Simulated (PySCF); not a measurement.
# Spinor energies of Zr²⁺ (zirconium, charge +2)

Start: [Kr] 4d1 5s1; 4d5/2 filled at m_j = +5/2; 5s1/2 filled at m_j = +1/2. Calculated with PySCF 2.14 in x2c-SVPall-2c with one added diffuse shell each of s, p, d type (7s9p7d1f, 76 functions): generalised Hartree-Fock with the X2C-1e Hamiltonian and a Gaussian nucleus; one run each with spin-orbit coupling (SO) switched off, then screened by Boettger's factors. This is a chosen level, not necessarily the ground level.

```json
{"spinor shell": "1s1/2", "electrons": "2", "ε, spin-free (eV)": "-18114.1", "ε, screened SO (eV)": "-18113.4", "weight of nominal j (screened SO)": "1.000", "rms radius, screened SO (bohr)": "0.0426"}
{"spinor shell": "2s1/2", "electrons": "2", "ε, spin-free (eV)": "-2597.5", "ε, screened SO (eV)": "-2597.3", "weight of nominal j (screened SO)": "1.000", "rms radius, screened SO (bohr)": "0.176"}
{"spinor shell": "2p1/2", "electrons": "2", "ε, spin-free (eV)": "-2312.9", "ε, screened SO (eV)": "-2372.2", "weight of nominal j (screened SO)": "1.000", "rms radius, screened SO (bohr)": "0.154"}
{"spinor shell": "2p3/2", "electrons": "4", "ε, spin-free (eV)": "-2312.9", "ε, screened SO (eV)": "-2284.9", "weight of nominal j (screened SO)": "1.000", "rms radius, screened SO (bohr)": "0.158"}
{"spinor shell": "3s1/2", "electrons": "2", "ε, spin-free (eV)": "-472.74", "ε, screened SO (eV)": "-472.72", "weight of nominal j (screened SO)": "1.000", "rms radius, screened SO (bohr)": "0.488"}
{"spinor shell": "3p1/2", "electrons": "2", "ε, spin-free (eV)": "-377.12", "ε, screened SO (eV)": "-386.98", "weight of nominal j (screened SO)": "1.000", "rms radius, screened SO (bohr)": "0.489"}
{"spinor shell": "3p3/2", "electrons": "4", "ε, spin-free (eV)": "-377.12", "ε, screened SO (eV)": "-372.49", "weight of nominal j (screened SO)": "1.000", "rms radius, screened SO (bohr)": "0.499"}
{"spinor shell": "3d3/2", "electrons": "4", "ε, spin-free (eV)": "-219.96", "ε, screened SO (eV)": "-221.43", "weight of nominal j (screened SO)": "0.998", "rms radius, screened SO (bohr)": "0.494"}
{"spinor shell": "3d5/2", "electrons": "6", "ε, spin-free (eV)": "-219.96", "ε, screened SO (eV)": "-218.99", "weight of nominal j (screened SO)": "0.999", "rms radius, screened SO (bohr)": "0.497"}
{"spinor shell": "4s1/2", "electrons": "2", "ε, spin-free (eV)": "-86.633", "ε, screened SO (eV)": "-86.648", "weight of nominal j (screened SO)": "1.000", "rms radius, screened SO (bohr)": "1.29"}
{"spinor shell": "4p3/2", "electrons": "4", "ε, spin-free (eV)": "-58.758", "ε, screened SO (eV)": "-58.272", "weight of nominal j (screened SO)": "0.961", "rms radius, screened SO (bohr)": "1.45"}
{"spinor shell": "4p1/2", "electrons": "2", "ε, spin-free (eV)": "-58.758", "ε, screened SO (eV)": "-59.861", "weight of nominal j (screened SO)": "0.922", "rms radius, screened SO (bohr)": "1.43"}
{"spinor shell": "4d5/2", "electrons": "1", "ε, spin-free (eV)": "-25.614", "ε, screened SO (eV)": "-25.551", "weight of nominal j (screened SO)": "1.000", "rms radius, screened SO (bohr)": "2.09"}
{"spinor shell": "5s1/2", "electrons": "1", "ε, spin-free (eV)": "-19.930", "ε, screened SO (eV)": "-19.936", "weight of nominal j (screened SO)": "1.000", "rms radius, screened SO (bohr)": "3.60"}
```

```tsv
quantity	spin-free	screened SO
E (hartree)	-3594.96839	-3595.29607
M_J	3	3
⟨J²⟩	12.006	12.006
⟨L²⟩	6.005	6.012
⟨S²⟩	2.001	2.008
```

Each row is a mean over spinors that exchange with the open shell spreads, by up to 3.687 eV (4p3/2).

Breit and QED terms are absent; they matter most for the inner s and p1/2 levels.

Densities and radii are taken from the X2C orbitals without a picture-change correction, which distorts them close to the nucleus.

Without spin-orbit coupling the j labels of p, d and f shells carry no meaning; the spin-free column gives the mean over the occupied spinors of each nl shell.
